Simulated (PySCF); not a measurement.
C4H7Cl3Si, SMILES CC/C=C\[Si](Cl)(Cl)Cl, GFN2-xTB optimised geometry.

```
15

C      2.95     0.76     1.37
C      2.25     0.63     0.01
C      1.37    -0.57     0.00
C      0.04    -0.57     0.00
Si    -1.10     0.93     0.00
Cl    -0.78     2.11     1.61
Cl    -3.01     0.25     0.07
Cl    -0.88     2.05    -1.67
H      3.62     1.62     1.36
H      3.53    -0.13     1.59
H      2.21     0.90     2.16
H      1.68     1.53    -0.19
H      3.01     0.52    -0.77
H      1.90    -1.52     0.02
H     -0.46    -1.53     0.01
```

Density from PBE0/def2-TZVP in PySCF 2.14.0 at that geometry.

Minimum of the electron density along straight lines between bonded atoms, close to the bond critical point (lines longer than 1.1 times the sum of covalent radii, or with two minima, are not listed):

```
bond     length / Å  ρ at the minimum / e bohr⁻³  ∇²ρ there / e bohr⁻⁵  position (fraction from the first atom)
-------  ----------  ---------------------------  --------------------  ---------------------------------------
C1–C2         1.530                        0.241                 -0.58                                     0.50
C2–C3         1.490                        0.266                 -0.72                                     0.48
C3–C4         1.330                        0.351                 -1.07                                     0.51
C4–Si5        1.882                        0.125                  0.14                                     0.61
Si5–Cl6       2.027                        0.106                  0.25                                     0.36
Si5–Cl7       2.026                        0.106                  0.25                                     0.36
Si5–Cl8       2.029                        0.105                  0.25                                     0.36
C1–H9         1.087                        0.280                 -0.96                                     0.64
C1–H10        1.088                        0.279                 -0.96                                     0.64
C1–H11        1.087                        0.281                 -0.97                                     0.64
C2–H12        1.090                        0.281                 -0.97                                     0.64
C2–H13        1.093                        0.277                 -0.95                                     0.64
C3–H14        1.084                        0.287                 -1.02                                     0.65
C4–H15        1.083                        0.282                 -0.98                                     0.65
```
